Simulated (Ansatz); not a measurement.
Program: Ansatz. Geometries: PBE0-D4/def2-TZVP. ΔE: electronic, gas phase. CCSD(T)/CBS adds triple-zeta CCSD(T) − MP2 to the extrapolated MP2 energy (def2 sets, frozen cores). Functionals use def2-TZVPP. B3LYP here is the variant with VWN-RPA as its local correlation; programs differ in this. For As outer-core shells are correlated without core-valence functions, which leaves a few kJ/mol of doubt a bond. Scalar relativity is left out up to krypton. One conformer a species, not always the lowest.

Reaction (redistribution): `PO[AsH2]` + `C[SiH2][SiH2][AlH2]` → `C[SiH2][SiH2][AsH2]` + `[AlH2][O]P`

| level | ΔE (kJ/mol) | difference from CCSD(T)/CBS |
| --- | --- | --- |
| PBE-D4 | -188.3 | 18.2 |
| PBE0-D4 | -197.2 | 9.3 |
| B3LYP-D4 | -203.6 | 2.9 |
| ωB97X-V | -198.4 | 8.1 |
| r2SCAN | -204.4 | 2.1 |
| SCS-MP2/def2-TZVPP | -208.2 | -1.7 |
| HF/def2-QZVPP | -212.0 | -5.5 |
| SCS-MP2/def2-QZVPP | -209.8 | -3.3 |
| HF/CBS(def2) | -211.9 | -5.4 |
| CCSD/CBS(def2) | -209.2 | -2.7 |
| CCSD(T)/CBS | -206.5 | 0 |

Largest T1 diagnostic among the species: 0.014.

From PBE to PBE0 (25 % exact exchange), in def2-TZVPP and without D4, ΔE moves by −9.1 kJ/mol.
